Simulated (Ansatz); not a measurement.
CH₆GeS₂ (`SC[S][GeH3]`). Total charge 0; spin multiplicity 1. The structure was optimised at the PBE0-D4/def2-TZVP level. It is one conformer, not always the lowest.

```xyz
10

S    -0.708   -0.757   -1.721
C     0.001   -1.360   -0.165
S    -0.755   -0.519    1.242
Ge   -0.030    1.557    0.878
H     0.208   -1.308   -2.538
H    -0.217   -2.419   -0.028
H     1.080   -1.209   -0.162
H    -0.096    2.242    2.250
H     1.420    1.463    0.376
H    -0.904    2.310   -0.132
```

(1) What is the dipole moment at PBE/def2-TZVPP? (Best estimate.)

(2) And with r2SCAN, B3LYP, ωB97M-V? (Estimate.)

(3) Give the Mulliken charges with PBE, B3LYP, ωB97M-V in def2-TZVPP. (An estimate is asked.)

## Answers

(1) Ansatz gave: 1.75 D, with components (1.66, -0.27, -0.46) D in this frame, pointing from negative to positive charge.

(2) The calculation gave: r2SCAN 1.84 D, B3LYP 1.77 D, ωB97M-V 1.79 D.

(3) The calculation gave: 
```tsv
atom	PBE	B3LYP	ωB97M-V
S1	-0.16	-0.15	-0.12
C2	-0.16	-0.17	-0.28
S3	-0.23	-0.23	-0.19
Ge4	0.15	0.17	0.08
H5	0.09	0.09	0.10
H6	0.14	0.14	0.17
H7	0.14	0.14	0.17
H8	0.00	0.00	0.03
H9	-0.01	-0.01	0.02
H10	0.01	0.01	0.04
```

B3LYP here is the variant with VWN-RPA as its local correlation; programs differ in this.
